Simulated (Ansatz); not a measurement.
`[GaH2][SiH2][SnH3]` + NH₃ → `N[SiH2][SnH3]` + `[GaH3]` at 298.15 K and 1 bar (cleavage of the Si–Ga bond).

Program: Ansatz. Geometries: PBE0-D4/def2-TZVP. ΔE: electronic, gas phase. CCSD(T)/CBS adds triple-zeta CCSD(T) − MP2 to the extrapolated MP2 energy (def2 sets, frozen cores). This one scheme is used for every species. Elements past krypton have def2 core potentials. For Ga, Sn outer-core shells are correlated without core-valence functions, which leaves a few kJ/mol of doubt a bond. Scalar relativity is left out up to krypton. One conformer a species, not always the lowest.

```json
{"species": "`[GaH2][SiH2][SnH3]`", "CCSD(T)/CBS energy (Eh)": "-2431.21922", "H − E (kJ/mol)": "156.5", "S (J/(mol·K))": "395.2"}
{"species": "NH₃", "CCSD(T)/CBS energy (Eh)": "-56.50880", "H − E (kJ/mol)": "100.5", "S (J/(mol·K))": "192.4"}
{"species": "`N[SiH2][SnH3]`", "CCSD(T)/CBS energy (Eh)": "-562.02294", "H − E (kJ/mol)": "187.1", "S (J/(mol·K))": "354.0"}
{"species": "`[GaH3]`", "CCSD(T)/CBS energy (Eh)": "-1925.70545", "H − E (kJ/mol)": "59.6", "S (J/(mol·K))": "218.4"}
```

H − E and S are ideal-gas, rigid-rotor, harmonic terms from PBE0-D4/def2-TZVP, for one conformer and one mirror image of each species. 1 Eh = 2625.50 kJ/mol, R = 8.31446 J/(mol·K).

**Question.** By hand: ΔE, ΔH, ΔS and ΔG.

**Answer.** ΔE = (-562.02294) + (-1925.70545) − (-2431.21922) − (-56.50880) = -0.00037 Eh = -1.0 kJ/mol. Δ(H − E) = 187.1 + 59.6 − 156.5 − 100.5 = -10.3, so ΔH = -11.3 kJ/mol. ΔS = 354.0 + 218.4 − 395.2 − 192.4 = -15.2 J/(mol·K). ΔG = -11.3 − 298.15 × (-15.2)/1000 = -6.8 kJ/mol.

**Question.** By hand: the equilibrium constant, and the temperature at which ΔG would vanish if ΔH and ΔS stayed fixed.

**Answer.** log₁₀ K = −ΔG/(RT ln 10) = 1.2. ΔG = 0 at ΔH/ΔS = 743 K, though so small a ΔS makes that figure unsure.

TΔS isn't small against ΔH here. A doubt of 5 kJ/mol in ΔE shifts log₁₀ K by 0.9 here. Other conformers and mirror images would add mixing entropy, several J/(mol·K) or more a flexible species. Modes under 60 cm⁻¹, often nearly free rotors, make the harmonic entropy too high. These are equilibria of isolated gas molecules and say nothing of rates. Largest T1 diagnostic: 0.014 (customary marks: 0.02 for closed shells, 0.045 for open ones).
